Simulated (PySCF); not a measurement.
A PySCF script (with the pyscf-properties extension) for the NMR shieldings of SMILES COB(OC)OC(C)C, C$_{5}$H$_{13}$BO$_{3}$, on a PBE0-D3(BJ)/def2-SVP geometry:

```python
import basis_set_exchange as bse
import numpy as np
from pyscf import gto, dft
from pyscf.prop import nmr

atoms = """
C     2.029991    2.074721   -1.480123
O     1.855713    1.081804   -0.504889
B     0.605079    0.675321   -0.146153
O     0.475518   -0.296315    0.803600
C     1.613678   -0.858082    1.402504
O    -0.471412    1.247304   -0.746261
C    -1.832531    0.920396   -0.504696
C    -2.132425   -0.516798   -0.895889
C    -2.237099    1.249238    0.922565
H     1.618152    1.764878   -2.455008
H     1.536453    3.018189   -1.194415
H     3.107758    2.259920   -1.594942
H     1.285174   -1.660646    2.078491
H     2.301811   -1.282696    0.653531
H     2.174802   -0.111068    1.988007
H    -2.395328    1.584952   -1.182576
H    -1.814520   -0.704355   -1.932486
H    -3.212492   -0.715936   -0.827822
H    -1.603709   -1.217768   -0.234310
H    -1.688871    0.616765    1.635247
H    -2.020721    2.303968    1.149148
H    -3.315800    1.082842    1.063817
"""
names = dict.fromkeys(["C", "O", "B", "H"], "pcSseg-1")
basis = {el: gto.basis.parse(bse.get_basis(n, elements=[el], fmt="nwchem")) for el, n in names.items()}
mol = gto.M(atom=atoms, basis=basis, charge=0, verbose=0)
mf = dft.RKS(mol, xc="PBE0")
mf.grids.level = 2
mf.grids.alignment = dft.numint.BLKSIZE   # the property module wants whole blocks of grid points
mf.conv_tol = 1e-9
mf.kernel()

calc = nmr.RKS(mf)   # GIAO
C = mf.mo_coeff
Co = C[:, mf.mo_occ > 0]
resp = mf.gen_response(singlet=True, hermi=2)
def vind(x):   # induced exchange potential for any number of trial vectors
    d = np.einsum("pi,xij,qj->xpq", C, 2 * x.reshape(-1, C.shape[1], Co.shape[1]), Co, optimize=True)
    return np.einsum("xpq,pi,qj->xij", resp(d - d.transpose(0, 2, 1)), C, Co, optimize=True).ravel()
mo1, _ = nmr.rhf.solve_mo1(calc, with_cphf=vind)
sigma = calc.kernel(mo1)
for i, s in enumerate(sigma):   # ppm
    print("%2d %-2s %9.2f" % (i, mol.atom_pure_symbol(i), np.trace(s) / 3))
```

Task: What are the results?

Result: 
```
 0 C     131.99
 1 O     266.11
 2 B      84.06
 3 O     267.34
 4 C     132.75
 5 O     216.17
 6 C     115.31
 7 C     160.88
 8 C     161.13
 9 H      27.78
10 H      27.76
11 H      27.84
12 H      27.87
13 H      27.75
14 H      27.82
15 H      27.33
16 H      30.05
17 H      30.50
18 H      29.32
19 H      29.30
20 H      30.03
21 H      30.50
```

These numbers come from an equivalent density-fitted implementation of the same equations, which agrees with the script to about 0.01 ppm for H and up to a few tenths of a ppm for heavy atoms, so last digits may differ.

Task: Turn these shieldings into chemical shifts. Chemical shifts δ = σref − σ; TMS for $^{13}$C (σref 184.41), $^{1}$H (σref 31.27); H2O for $^{17}$O (σref 334.56); $^{11}$B (σref 100.73) against BF3·OEt2, all at this level.

Result: Averaging equivalent atoms: C 6: 69.1; C 0/4: 52.0; C 7/8: 23.4; O 5: 118.4; O 1/3: 67.8; B 2: 16.7; H 15: 3.94; H 9/10/11/12/13/14: 3.46; H 16/17/18/19/20/21: 1.32 ppm. Experimental scales use liquid or dissolved standards, which lie at an offset from isolated H2O (liquid H2O: subtract about 36 ppm).

Size and cost of the density-fitted run: 218 basis functions, 80 s wall time on 1 thread of an Arm Neoverse N1, shared host; peak memory 1.1 GiB.
